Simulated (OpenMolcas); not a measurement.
**Ce3+ in Cs2NaYCl6**

Ce3+ with its 6 nearest chloride ions at 2.717 Å, on the Y site of Cs2NaYCl6 (a = 10.7396 Å, distance in the model lattice 2.619 Å). The rest of the host is ab initio model potentials to 7.6 Å, with orthogonalisation functions on the cations behind the ligands, and point charges beyond; the distance is set by hand and nothing relaxes. Ligand basis ANO-RCC-VDZP.
```
Ce    0.0000    0.0000    0.0000
Cl    2.7170    0.0000    0.0000
Cl    0.0000    2.7170    0.0000
Cl   -2.7170    0.0000    0.0000
Cl    0.0000   -2.7170    0.0000
Cl    0.0000    0.0000    2.7170
Cl    0.0000    0.0000   -2.7170
```

```yaml
Program: OpenMolcas
Method: "SS-CASPT2, IPEA 0.25 Eh, imaginary shift 0.1 Eh (closed shells correlated: 5s 5p and the ligand valence shells)"
Basis: ANO-RCC-VDZP [7s6p4d2f1g]
Scalar_Hamiltonian: DKH2, point nucleus
Active_space: 1 electron in 7 orbitals (4f)
State_averaging: 2S+1 = 2 odd, 7 roots
Spin-orbit_coupling: state interaction with AMFI integrals over the reference wave functions
```

The lowest spin-free states (labels of O, the rotations of Oh), above the lowest:

```tsv
State	Degeneracy	E (cm-1)	Free-ion L (%)
2A2	1	0	F (100)
2T2	3	130	F (100)
2T1	3	970	F (100)
```

The lowest levels with spin-orbit coupling:

```json
{"E (cm-1)": "0", "Degeneracy": "2", "Label": "Γ7", "2S+1": "2", "J": "2.51", "|mJ| (%)": "3/2 (83)", "g": "1.38 1.38 1.38"}
{"E (cm-1)": "520", "Degeneracy": "4", "Label": "Γ8", "2S+1": "2", "J": "2.53", "|mJ| (%)": "1/2 (49)", "g": ""}
{"E (cm-1)": "2340", "Degeneracy": "2", "Label": "Γ7", "2S+1": "2", "J": "3.52", "|mJ| (%)": "5/2 (75)", "g": "3.38 3.38 3.38"}
{"E (cm-1)": "2790", "Degeneracy": "4", "Label": "Γ8", "2S+1": "2", "J": "3.47", "|mJ| (%)": "3/2 (37)", "g": ""}
{"E (cm-1)": "3240", "Degeneracy": "2", "Label": "Γ6", "2S+1": "2", "J": "3.48", "|mJ| (%)": "1/2 (58)", "g": "2.62 2.62 2.62"}
```

Powder χT (cm3 K/mol): 0.183 at 2 K, 0.195 at 10 K, 0.256 at 50 K, 0.332 at 100 K, 0.479 at 200 K, 0.589 at 300 K. The effective moment at 300 K is 2.828 √(χT) = 2.17 μB.

Hund's rules give f1 the level 2F5/2 with g = 0.857, so an isolated free-ion multiplet has χT = g² J(J+1) / 8 = 0.804 cm3 K/mol. The computed 0.589 at 300 K differs by -27 %, through the field's splitting, the mixing of terms and any other multiplet in reach.

Stevens parameters of the J = 5/2 multiplet, which is 523 cm-1 wide (cm-1, z along the main axis): B40 = 1.442e+00, B44 = 7.338e+00.

Roots that are degenerate in the reference are averaged as groups; the widest CASPT2 spread within a group is 110 cm-1 (the 3-fold group of multiplicity 2 near 969 cm-1 above the lowest state of its run). Shifts and gaps below about the spread of the groups concerned are not significant. Over all roots computed the reference weight is 0.68; a low but even weight reflects the number of correlated electrons. Splittings of an f shell from a small cluster at a set distance can be off by tens of per cent, mostly too small. No measured value stands beside these numbers; the geometry was set by hand and not optimised.

The CASPT2 steps took 43 s on 1 thread of Intel(R) Xeon(R) 6975P-C (Granite Rapids) (shared host); the integral step is not counted.
